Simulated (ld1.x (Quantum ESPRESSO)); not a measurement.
**Pseudopotential generation for oxygen (O): PAW, PBEsol, scalar-relativistic.**

| Quantity | Value |
| --- | --- |
| Element | oxygen (O) |
| Generator | ld1.x (Quantum ESPRESSO) 7.5 |
| Type | PAW |
| Functional | PBEsol |
| Relativity | scalar-relativistic |
| Frozen core | [He] |
| Valence charge | 6 |
| Reference configuration | 2s2 2p3 (charge +1) |
| Partial waves | 2s (bound): rcut 0.70, rcutus 0.80 bohr; 2s channel at -2.6 Ry: rcut 0.70, rcutus 0.80 bohr; 2p (bound): rcut 1.20, rcutus 1.65 bohr; 2p channel at -1.4 Ry: rcut 1.20, rcutus 1.65 bohr |
| Local potential | all-electron potential smoothed inside 0.75 bohr (lloc = -1) |
| Core correction | a·sin(br)/r model core inside 0.45 bohr |
| Augmentation charge | BESSEL, radius 0.65 bohr |

Problem. Does the generator finish with these settings?

Solution. Yes, a potential is produced and its reference levels are reproduced.

Problem. Estimate the cutoffs (Ry, on a coarse ladder) from which the occupation-weighted sum of valence levels, in a spherical-Bessel basis at the reference potential, stays within 10 and 1 mRy of its value at 400 Ry.

Solution. 45 Ry and 70 Ry.

Problem. Does the potential have ghost states?

Solution. No extra level below or beside the all-electron valence levels (s, p, d, f tested).

Problem. Is the overlap operator S = 1 + Σ q|β⟩⟨β| positive definite (Bessel basis up to 400 Ry)?

Solution. Yes: its lowest eigenvalue is 0.53 (s channel).

Problem. Which valence shell sets the plane-wave cutoff?

Solution. 2s: its level needs 60 Ry to come within 1 mRy, against 30 Ry for 2p.

Its largest configuration-test error is +34 meV (2s2 2p1). Test run stopped at test 4 of 7 (negative rho).
